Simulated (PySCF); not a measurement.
Correlation energy of Ir⁺ (iridium, charge +1)

Starting occupation: [Xe] 4f14 5d8, 5d3/2 with m_j = -1/2, +1/2, +3/2, 5d5/2 with m_j = -3/2, -1/2, +1/2, +3/2, +5/2. Calculation: PySCF 2.14, in x2c-TZVPall-2c with one added diffuse shell each of s, p, d type (12s12p11d2f, 117 functions); X2C-1e with screened-nucleus spin-orbit coupling, Gaussian nucleus. Frozen: [Kr] 4d10 4f14; 16 electrons correlated; the 34 highest virtual spinors left out.

MP2 pair energies summed by pair of shells (mhartree):

```
 pair   energy  share (%)
5d-5d  -145.73       46.0
5d-5p  -102.36       32.3
5p-5p   -36.59       11.6
5p-5s   -15.26        4.8
5d-5s   -13.87        4.4
5s-5s    -2.95        0.9
```

Total MP2 correlation energy: -316.76 mhartree.

The GHF reference relaxed away from the jj start to a determinant that is no pure jj level (⟨S²⟩ = 2.23, ⟨J²⟩ = 20.17); the energies belong to that determinant.

This basis was not built for core-valence correlation, so the inner-shell part is incomplete.
